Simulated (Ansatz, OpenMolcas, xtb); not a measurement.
[BF4]− (tetrafluoroborate): methods side by side

[BF4]− has 5 atoms, charge -1, and is taken as a singlet. SMILES: `F[B-](F)(F)F`. The coordinates come from a PBE0-D4/def2-TZVPD relaxation.

```csv
atom,x (Å),y (Å),z (Å)
F,-0.0571,-0.0402,1.4040
B,0.0000,0.0000,0.0001
F,0.9489,-0.9310,-0.4572
F,-1.2625,-0.3191,-0.5297
F,0.3707,1.2903,-0.4172
```

Quantity: the energy change with the F1–B2 bond stretched from 1.406 to 2.108 Å, in eV. The values are calculated.

```csv
level,kind,program,value (eV),less CCSD(T)/aug-cc-pVDZ
GFN0-xTB,semi-empirical,xtb,0.41,-1.55
HF/aug-cc-pVDZ (restricted),Hartree–Fock,OpenMolcas,2.40,+0.44
BLYP/aug-cc-pVDZ (restricted),GGA,OpenMolcas,1.57,-0.39
r2SCAN/aug-cc-pVDZ (restricted),meta-GGA,Ansatz,1.94,-0.02
B3LYP/aug-cc-pVDZ (restricted),global hybrid,OpenMolcas,1.89,-0.07
HSE06/aug-cc-pVDZ (restricted),range-separated hybrid,Ansatz,2.04,+0.08
RPA@PBE0/aug-cc-pVDZ (restricted),RPA,Ansatz,1.91,-0.05
MP2/aug-cc-pVDZ (restricted),perturbation theory,Ansatz,1.92,-0.04
CCSD(T)/aug-cc-pVDZ (Cholesky decomposition) (restricted),coupled cluster or CI,OpenMolcas,1.96,0.00
```

Differences are taken from CCSD(T)/aug-cc-pVDZ (Cholesky decomposition) (restricted) for orientation; it has basis-set and higher-order errors of its own. The first shape isn't each level's own minimum. The values span 0.41 to 2.40 eV.
